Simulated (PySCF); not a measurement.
Compound: C3H11NOSi2.
Bonds: Si1–O2, O2–Si3, Si3–N4, N4–C5, C5–C6, C6–C7, C5–C7. Hydrogens: H8, H9, H10 on Si1; H11, H12 on Si3; H13 on N4; H14 on C5; H15, H16 on C6; H17, H18 on C7.

Definitions: NICS(0) = −σiso at the ring centroid; NICS(1) = −σiso and NICS(1)zz = −σzz at ±1 Å along the ring normal z. Level: GIAO PBE0/pcSseg-1 (PySCF, non-relativistic, gas phase) on the GFN2-xTB geometry, one conformer.

Ring bond lengths (Å), with Mayer bond orders in brackets: C5–C6 1.502 (0.95), C6–C7 1.506 (0.95), C7–C5 1.497 (0.96).

**Question.** What do the NICS probes read (ppm)?

**Answer.** 
| ring | type | NICS(0) | NICS(1), two faces | NICS(1)zz, two faces | rms pucker (Å) | centre to ring atoms, mean (Å) |
| --- | --- | --- | --- | --- | --- | --- |
| C5–C6–C7 | 3-membered carbocycle; formal bonds all single | -40.8 | -7.5 / -8.8 | -17.6 / -22.9 | 0.00 | 0.87 |

**Question.** What do they say, and how far can they be read as aromaticity?

**Answer.** 
- C5–C6–C7: mean NICS(1)zz -20.2 ppm, shielded. C5, C6, C7 have four or more neighbours; no verdict on aromaticity is drawn. The two faces differ by 5.3 ppm, so no symmetry operation interchanges them. NICS(0) lies 33 ppm below the mean NICS(1).

**Question.** At the second NICS(1) probe listed for ring C5–C6–C7, 1 Å off the ring, what do the in-plane components average?

**Answer.** The isotropic value is a third of the trace: (3 × -8.8 − (-22.9))/2 = -1.8 ppm.

**Question.** List the ring angles and the Hirshfeld charges of the ring atoms.

**Answer.** 
- C5–C6–C7: C5 60.3° (+0.006 e), C6 59.7° (-0.103 e), C7 60.0° (-0.097 e); sum 180.0° against 180° for a flat convex ring.

**Question.** What are the shieldings of the ring atoms and their hydrogens in the same run (means over atoms taken as equivalent)?

**Answer.** 
| atoms | environment | σ isotropic (ppm) |
| --- | --- | --- |
| C5 | sp3 carbon bound to nitrogen | 159.5 |
| C6 (×2) | three-membered-ring carbon | 177.4 |
| H14 | methine hydrogen | 29.34 |
| H15 (×2) | methylene hydrogen | 31.64 |
| H16 (×2) | methylene hydrogen | 31.08 |

The values belong to the conformer `[SiH3:1][O:2][SiH2:3][NH:4][CH:5]1[CH2:6][CH2:7]1`: Si1–O2–Si3–N4 53°, O2–Si3–N4–C5 45°, Si3–N4–C5–C6 117°.
